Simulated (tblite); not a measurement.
Species: C₅H₇ClO₂.
SMILES with atom numbers: `[CH3:1][O:2]/[CH:3]=[C:4](/[CH3:5])[C:6](=[O:7])[Cl:8]` (hydrogens: H9, H10, H11 on C1; H12 on C3; H13, H14, H15 on C5)

Computed with GFN2-xTB (tblite), gas phase: L-BFGS steps from a force-field or distance-geometry start until the largest atomic force falls under 0.01 eV/Å.

Step 37: E = -732.8793 eV
```
atom  x, y, z in Å  |  force x, y, z in eV/Å
C1      2.6923   -0.1456   -0.2826   -0.014   0.000   0.002
O2      1.4312    0.4903   -0.3031    0.000   0.019  -0.007
C3      0.3643   -0.2887   -0.1570    0.013  -0.007   0.028
C4     -0.8968    0.1586    0.0409    0.005  -0.029  -0.005
C5     -2.0209   -0.8193    0.2157   -0.021  -0.010  -0.003
C6     -1.1247    1.5871    0.1210    0.052  -0.010   0.010
O7     -0.3731    2.4787   -0.1171   -0.001   0.002   0.009
Cl8    -2.7697    2.0010    0.6879   -0.023  -0.018  -0.010
H9      3.4201    0.5869   -0.6264   -0.041   0.012  -0.005
H10     2.9475   -0.4552    0.7359    0.010  -0.010  -0.008
H11     2.7116   -1.0198   -0.9402   -0.001   0.005  -0.007
H12     0.5392   -1.3624   -0.1893    0.008  -0.024   0.004
H13    -2.8933   -0.5119   -0.3544    0.003   0.024  -0.009
H14    -1.7189   -1.8090   -0.1164    0.027   0.006   0.008
H15    -2.3132   -0.8825    1.2632   -0.016   0.041  -0.006
```

Step 38: E = -732.8796 eV
```
atom  x, y, z in Å  |  force x, y, z in eV/Å
C1      2.6930   -0.1460   -0.2835   -0.014   0.001   0.002
O2      1.4324    0.4910   -0.2975   -0.005   0.016  -0.005
C3      0.3648   -0.2876   -0.1536    0.025  -0.011   0.026
C4     -0.8967    0.1588    0.0427    0.008  -0.018  -0.007
C5     -2.0205   -0.8200    0.2151   -0.019   0.002  -0.006
C6     -1.1245    1.5874    0.1214    0.010  -0.011   0.025
O7     -0.3753    2.4806   -0.1163    0.019  -0.002   0.003
Cl8    -2.7719    2.0012    0.6873   -0.013  -0.028  -0.015
H9      3.4204    0.5859   -0.6295   -0.043   0.015  -0.006
H10     2.9537   -0.4583    0.7327    0.003  -0.006   0.000
H11     2.7082   -1.0189   -0.9423    0.000  -0.003  -0.017
H12     0.5380   -1.3613   -0.1866    0.019  -0.032   0.003
H13    -2.8896   -0.5140   -0.3600   -0.013   0.028  -0.015
H14    -1.7182   -1.8108   -0.1130    0.038   0.008   0.008
H15    -2.3182   -0.8802    1.2611   -0.016   0.040   0.003
```

Step 39: E = -732.8800 eV
```
atom  x, y, z in Å  |  force x, y, z in eV/Å
C1      2.6935   -0.1461   -0.2845   -0.008   0.002   0.000
O2      1.4333    0.4916   -0.2918   -0.014   0.005   0.003
C3      0.3654   -0.2872   -0.1495    0.028  -0.018   0.018
C4     -0.8964    0.1584    0.0447    0.011  -0.001  -0.003
C5     -2.0206   -0.8207    0.2146   -0.009   0.019  -0.007
C6     -1.1235    1.5873    0.1223   -0.035  -0.013   0.034
O7     -0.3764    2.4820   -0.1149    0.036  -0.008   0.001
Cl8    -2.7740    2.0014    0.6857    0.002  -0.037  -0.019
H9      3.4194    0.5860   -0.6326   -0.037   0.021  -0.008
H10     2.9604   -0.4613    0.7290   -0.006  -0.001   0.008
H11     2.7052   -1.0173   -0.9448    0.000  -0.013  -0.027
H12     0.5368   -1.3611   -0.1841    0.033  -0.031   0.004
H13    -2.8859   -0.5155   -0.3661   -0.026   0.027  -0.022
H14    -1.7173   -1.8128   -0.1088    0.042   0.012   0.008
H15    -2.3243   -0.8768    1.2588   -0.016   0.037   0.010
```

Step 40: E = -732.8807 eV
```
atom  x, y, z in Å  |  force x, y, z in eV/Å
C1      2.6941   -0.1457   -0.2860    0.001   0.002  -0.005
O2      1.4341    0.4919   -0.2846   -0.023  -0.016   0.016
C3      0.3665   -0.2879   -0.1434    0.021  -0.026   0.002
C4     -0.8960    0.1572    0.0476    0.013   0.018   0.005
C5     -2.0216   -0.8216    0.2138    0.005   0.042  -0.005
C6     -1.1219    1.5868    0.1244   -0.077  -0.017   0.034
O7     -0.3763    2.4825   -0.1118    0.046  -0.020   0.004
Cl8    -2.7765    2.0015    0.6823    0.022  -0.046  -0.024
H9      3.4167    0.5879   -0.6369   -0.024   0.029  -0.011
H10     2.9700   -0.4649    0.7238   -0.020   0.006   0.016
H11     2.7027   -1.0145   -0.9489   -0.003  -0.022  -0.037
H12     0.5357   -1.3622   -0.1807    0.047  -0.021   0.008
H13    -2.8814   -0.5167   -0.3750   -0.031   0.017  -0.027
H14    -1.7164   -1.8158   -0.1022    0.037   0.025   0.012
H15    -2.3340   -0.8705    1.2557   -0.013   0.030   0.011
```

Problem. Estimate the geometry and energy of step 41. (The exact step hangs on the optimiser's Hessian estimate; all steps are aligned on step 40, rigid shifts and turns removed.)

Solution. E = -732.8817 eV, largest force 0.105 eV/Å
```
atom  x, y, z in Å  |  force x, y, z in eV/Å
C1      2.6952   -0.1442   -0.2886    0.013  -0.001  -0.012
O2      1.4343    0.4907   -0.2759   -0.029  -0.039   0.036
C3      0.3678   -0.2908   -0.1348    0.005  -0.033  -0.024
C4     -0.8953    0.1545    0.0519    0.012   0.033   0.019
C5     -2.0242   -0.8223    0.2128    0.019   0.066   0.001
C6     -1.1194    1.5850    0.1284   -0.100  -0.024   0.022
O7     -0.3734    2.4808   -0.1055    0.043  -0.033   0.013
Cl8    -2.7792    2.0013    0.6756    0.042  -0.050  -0.026
H9      3.4115    0.5933   -0.6425   -0.005   0.038  -0.013
H10     2.9831   -0.4685    0.7162   -0.039   0.015   0.023
H11     2.7022   -1.0096   -0.9556   -0.011  -0.030  -0.045
H12     0.5351   -1.3658   -0.1763    0.060  -0.003   0.015
H13    -2.8762   -0.5169   -0.3875   -0.023  -0.005  -0.029
H14    -1.7165   -1.8200   -0.0916    0.021   0.050   0.017
H15    -2.3494   -0.8596    1.2515   -0.007   0.016   0.003
```

The energy changes by -0.0010 eV. The first-order estimate −F·Δx gives -0.0013 eV and the mean of the old and new forces, exact on a quadratic surface, -0.0010 eV. The step makes an angle of 78° with the force vector and moves no atom by more than 0.019 Å.

What follows is the cost of the whole relaxation. Time: 0.55 s of wall time. Hardware: one thread of an Arm Neoverse V1, no GPU, shared host.
